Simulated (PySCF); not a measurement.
# Orbital levels and atomic charges: P18H12O

System: P18H12O (flake black phosphorene).

Cartesian coordinates (Å):
```
  1 P    -2.219   -0.947   -2.671
  2 P    -2.406   -1.057    1.488
  3 P    -2.376    1.138   -3.388
  4 P    -2.399    1.027    0.826
  5 P     0.929   -1.104   -2.679
  6 P     2.558   -1.028   -1.209
  7 P    -0.655   -1.175   -1.164
  8 P     0.861   -1.093    1.508
  9 P     2.463   -1.142    2.992
 10 P    -0.786   -1.048    2.967
 11 P     0.851    1.005   -3.347
 12 P    -0.746    0.982   -4.834
 13 P     2.549    0.972    3.557
 14 P     0.928    1.016    5.031
 15 P     2.497    1.077   -0.601
 16 P     0.872    1.049    0.860
 17 P    -0.726    1.071    3.606
 18 P    -0.757    0.968   -0.615
 19 H    -3.381   -1.058   -1.883
 20 H    -3.375   -0.821    2.475
 21 H    -3.326    0.720   -4.327
 22 H    -3.357    0.792   -0.174
 23 H     3.518   -0.781   -2.201
 24 H     3.456   -1.042    2.008
 25 H     1.847    0.753   -4.302
 26 H    -0.826   -0.409   -5.026
 27 H     3.505    0.738    4.550
 28 H     0.892   -0.370    5.284
 29 H     3.466    0.892    0.399
 30 H    -1.680    0.830    4.606
 31 O    -2.177   -1.956   -3.736
```

Method: CAM-B3LYP/def2-SVP, gas phase, PySCF, fitting set def2-universal-JFIT up to Ne and JKFIT beyond, grid level 1.

(1) Give the orbital energies near the gap.

(2) Give the partial charges of the non-hydrogen atoms.

## Answers

(1) 
```csv
orbital,eV
HOMO-4,-8.25
HOMO-3,-8.00
HOMO-2,-7.85
HOMO-1,-7.77
HOMO,-7.15
LUMO,-1.09
LUMO+1,-0.47
LUMO+2,-0.28
LUMO+3,0.00
```

(2) 
```csv
atom,Mulliken,IAO,Hirshfeld
P1,0.47,1.03,0.29
P2,0.02,0.02,0.02
P3,-0.02,-0.06,0.03
P4,0.07,0.04,0.03
P5,-0.03,0.02,0.03
P6,0.01,0.01,0.02
P7,-0.06,-0.06,0.02
P8,-0.08,-0.02,0.00
P9,0.06,0.03,0.03
P10,-0.06,-0.01,0.01
P11,0.01,0.01,0.02
P12,0.00,0.05,0.04
P13,-0.02,0.01,0.03
P14,0.02,0.05,0.04
P15,0.06,0.04,0.03
P16,-0.05,0.00,0.01
P17,0.03,0.02,0.02
P18,-0.09,-0.01,0.01
O31,-0.48,-0.89,-0.39
```
